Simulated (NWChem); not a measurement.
Everything below was run with NWChem. System: Cl2Sn, charge 0, spin multiplicity 1, optimised in this run. The structure started from a generated list of species. Level: PBE/def2-SVP with def2 effective core potentials on Sn.

Input file:

```
start mol
memory heap 200 mb stack 900 mb global 1100 mb
geometry units angstroms
  Sn     0.000000     0.000000    -0.621733
  Cl     1.814974     0.000000     0.914314
  Cl    -1.814974     0.000000     0.914314
  symmetry group C2v
end
basis spherical
  * library def2-svp
end
ecp
  Sn library def2-ecp
end
dft
  xc xpbe96 cpbe96
  semidirect memsize 60000000 filesize 0
  iterations 100
  grid fine
  convergence energy 1e-8
end
driver
  maxiter 80
end
task dft optimize
task dft freq numerical
```

NWChem printed:

```
             Northwest Computational Chemistry Package (NWChem) 7.3.0
             --------------------------------------------------------

                                NWChem Input Module
                                -------------------

 Scaling coordinates for geometry "geometry" by  1.889725989
 (inverse scale =  0.529177249)

 Turning off AUTOSYM since
 SYMMETRY directive was detected!

          ------
          auto-z
          ------

                             Geometry "geometry" -> ""
                             -------------------------

 Output coordinates in angstroms (scale by  1.889725989 to convert to a.u.)

  No.       Tag          Charge          X              Y              Z
 ---- ---------------- ---------- -------------- -------------- --------------
    1 Sn                  50.0000     0.00000000     0.00000000    -0.62173331
    2 Cl                  17.0000     1.81497400     0.00000000     0.91431369
    3 Cl                  17.0000    -1.81497400     0.00000000     0.91431369

 Effective nuclear repulsion energy (a.u.)     420.4762689754

            Nuclear Dipole moment (a.u.)
            ----------------------------
        X                 Y               Z
 ---------------- ---------------- ----------------
     0.0000000000     0.0000000000     0.0000000000

      Symmetry information
      --------------------

 Group name             C2v
 Group number             16
 Group order               4
 No. of unique centers     2

      Symmetry unique atoms

     1    2


 Summary of "ao basis" -> "" (spherical)
 ------------------------------------------------------------------------------
       Tag                 Description            Shells   Functions and Types
 ---------------- ------------------------------  ------  ---------------------
 *                          def2-svp                  on all atoms

                           NWChem Geometry Optimization
                           ----------------------------

 maximum gradient threshold         (gmax) =   0.000450
 rms gradient threshold             (grms) =   0.000300
[...]
    6   -8.72708D-01  0.00000D+00 -9.62525D-01  1.61055D+00  0.00000D+00  1.55448D+00
    7   -1.04241D+00  0.00000D+00  8.81513D-01 -1.58529D-01  0.00000D+00 -8.08340D-03  2.07261D+00
    8    0.00000D+00  1.31917D-20  0.00000D+00  0.00000D+00 -1.21112D-20  0.00000D+00  0.00000D+00  0.00000D+00
    9    8.72708D-01  0.00000D+00 -9.62525D-01  8.08340D-03  0.00000D+00  2.12901D-01 -1.61055D+00  0.00000D+00  1.55448D+00

 center of mass
 --------------
 x =   0.00000000 y =   0.00000000 z =  -0.10089962

 moments of inertia (a.u.)
 ------------------
         375.739717140700           0.000000000000           0.000000000000
           0.000000000000        1229.813297727891           0.000000000000
           0.000000000000           0.000000000000         854.073580587191

 Rotational Constants
 --------------------
 A=   0.160218 cm-1  (  0.230512 K)
 B=   0.070486 cm-1  (  0.101411 K)
 C=   0.048951 cm-1  (  0.070428 K)

 Temperature                      =   298.15K
 frequency scaling parameter      =   1.0000

 Zero-Point correction to Energy  =    1.142 kcal/mol  (  0.001819 au)
 Thermal correction to Energy     =    3.828 kcal/mol  (  0.006100 au)
 Thermal correction to Enthalpy   =    4.420 kcal/mol  (  0.007044 au)

 Total Entropy                    =   73.306 cal/mol-K
   - Translational                =   41.579 cal/mol-K (mol. weight = 187.8395)
   - Rotational                   =   26.081 cal/mol-K (symmetry #  =        2)
   - Vibrational                  =    5.647 cal/mol-K

 Cv (constant volume heat capacity) =   11.071 cal/mol-K
   - Translational                  =    2.979 cal/mol-K
   - Rotational                     =    2.979 cal/mol-K
   - Vibrational                    =    5.112 cal/mol-K


 ----------------------------------------------------------------------------
 Normal Eigenvalue ||    Projected Derivative Dipole Moments (debye/angs)
  Mode   [cm**-1]  ||      [d/dqX]             [d/dqY]           [d/dqZ]
 ------ ---------- || ------------------ ------------------ -----------------
    1       -0.000 ||      -0.004               0.000            -0.000
    2       -0.000 ||      -0.129               0.000             0.000
    3        0.000 ||       0.000               0.180             0.000
    4        0.000 ||       0.000              -0.166             0.000
    5        0.000 ||       0.000              -0.166             0.000
    6        0.000 ||       0.097               0.000             0.000
    7      110.202 ||      -0.000               0.000            -0.237
    8      340.635 ||       1.288               0.000            -0.000
    9      348.164 ||       0.000               0.000            -0.897
 ----------------------------------------------------------------------------

 ----------------------------------------------------------------------------
 Normal Eigenvalue ||           Projected Infra Red Intensities
  Mode   [cm**-1]  || [atomic units] [(debye/angs)**2] [(KM/mol)] [arbitrary]
 ------ ---------- || -------------- ----------------- ---------- -----------
    1       -0.000 ||    0.000001           0.000         0.001       0.001
    2       -0.000 ||    0.000717           0.017         0.699       0.565
    3        0.000 ||    0.001412           0.033         1.376       1.114
    4        0.000 ||    0.001190           0.027         1.160       0.939
    5        0.000 ||    0.001190           0.027         1.160       0.939
    6        0.000 ||    0.000411           0.009         0.400       0.324
    7      110.202 ||    0.002435           0.056         2.373       1.921
    8      340.635 ||    0.071852           1.658        70.045      56.684
    9      348.164 ||    0.034877           0.805        34.000      27.514
 ----------------------------------------------------------------------------

 Task  times  cpu:       41.3s     wall:       41.3s

 Total times  cpu:       49.0s     wall:       49.0s
```
